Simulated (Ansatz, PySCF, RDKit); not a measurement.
Dimer: CH2O (SMILES C=O) (first 4 atoms) with H2Se (SMILES [SeH2]); geometry from B3LYP-D3(BJ)/def2-TZVP.
(charge 0, multiplicity 1):
```xyz
7

C      0.354     0.067    -0.329
O      1.084    -0.668     0.278
H      0.204    -0.034    -1.421
H     -0.204     0.879     0.174
Se     0.856     0.690     3.203
H      0.415    -0.710     3.184
H      0.209     0.925     4.505
```

Interaction energies are E(AB) − E(A) − E(B) at the monomers' geometry in the complex; basis-set methods are counterpoise corrected. Rows marked so take none. RDKit's UFF carries no charges.

Rows in 3-21G, 6-31G* carry no dispersion term and start afresh at each structure (6-31G* with six Cartesian d functions); the Pople sets are all-electron and without relativity.

Programs: Ansatz (a program for electronic structure); PySCF for 3-21G rows, 6-31G* rows; RDKit for the force fields. Each number belongs to the level named beside it.

One of these levels gives -3.59 kcal/mol for the interaction energy. Which?
(A) HF/aug-cc-pVDZ
(B) HF/3-21G (no counterpoise)
(C) M06-2X/6-31G* (no counterpoise)
(D) UFF

C, M06-2X/6-31G* (no counterpoise). The others give -0.01 (UFF), -2.50 (HF/3-21G (no counterpoise)), -0.61 (HF/aug-cc-pVDZ)
